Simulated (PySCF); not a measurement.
Excitation energy of Sc⁺ by level of theory

Sc⁺ [Ar] 3d1 4s1 (3D) → Sc⁺ [Ar] 3d1 4p1 (high-spin determinant), as a difference of total energies. Calculation: PySCF 2.14, in x2c-QZVPPall (11s7p5d3f2g, 96 functions); the spin-free X2C one-electron Hamiltonian (Gaussian nucleus). Correlated levels: valence: [Ar] frozen. The calculations carry no spin-orbit coupling.

```json
{"method": "UHF", "excitation energy (eV)": "3.231"}
{"method": "MP2 (valence)", "excitation energy (eV)": "3.270"}
{"method": "SCS-MP2 (valence)", "excitation energy (eV)": "3.244"}
{"method": "CCSD (valence)", "excitation energy (eV)": "3.275"}
```

Task: How much does correlation contribute at MP2 (valence)?

Result: 3.270 − (3.231) = 0.039 eV, measured against UHF.

The basis was made for the ground configuration and has no added diffuse functions, so the excitation energy can come out too high.

With two correlated electrons CCSD is exact in that space.

The determinant of the upper state mixes LS terms, which raises its energy above the lowest term, most at the Hartree-Fock and MP2 levels.
